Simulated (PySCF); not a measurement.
Si(F)3(Et) (C₂H₅F₃Si), SMILES CC[Si](F)(F)F. Atoms are numbered in the order given.

```xyz
11

C     -2.3399     0.1969     0.4110
C     -1.2262    -0.8182     0.1524
Si     0.4244    -0.0422    -0.0750
F      0.4397     0.9707    -1.3214
F      1.5779    -1.1267    -0.3367
F      0.8634     0.8105     1.2134
H     -2.1421     0.7856     1.3195
H     -2.4394     0.9043    -0.4262
H     -3.3110    -0.3025     0.5423
H     -1.1435    -1.5384     0.9843
H     -1.4379    -1.4203    -0.7478
```

Geometry optimised at PBE0-D3(BJ)/def2-SVP. One conformer was computed; it need not be the lowest.

Computed with HF/def2-TZVP (PySCF).

Atomic charges (e):

```json
[
 {"atom": "C1", "Mulliken": "-0.34", "IAO": "-0.35"},
 {"atom": "C2", "Mulliken": "-0.35", "IAO": "-0.60"},
 {"atom": "Si3", "Mulliken": "1.28", "IAO": "2.01"},
 {"atom": "F4", "Mulliken": "-0.40", "IAO": "-0.58"},
 {"atom": "F5", "Mulliken": "-0.40", "IAO": "-0.58"},
 {"atom": "F6", "Mulliken": "-0.40", "IAO": "-0.58"},
 {"atom": "H7", "Mulliken": "0.12", "IAO": "0.13"},
 {"atom": "H8", "Mulliken": "0.12", "IAO": "0.13"},
 {"atom": "H9", "Mulliken": "0.12", "IAO": "0.13"},
 {"atom": "H10", "Mulliken": "0.12", "IAO": "0.14"},
 {"atom": "H11", "Mulliken": "0.12", "IAO": "0.14"}
]
```

Computed Mayer and Wiberg (Löwdin basis) orders of the bonds:
| bond | Mayer | Wiberg |
|---|---|---|
| C1–C2 | 0.96 | 1.30 |
| C2–Si3 | 1.05 | 1.11 |
| Si3–F4 | 0.99 | 1.63 |
| Si3–F5 | 1.00 | 1.63 |
| Si3–F6 | 0.99 | 1.63 |
| C1–H7 | 0.98 | 0.91 |
| C1–H8 | 0.98 | 0.91 |
| C1–H9 | 0.98 | 0.91 |
| C2–H10 | 0.95 | 0.84 |
| C2–H11 | 0.95 | 0.84 |
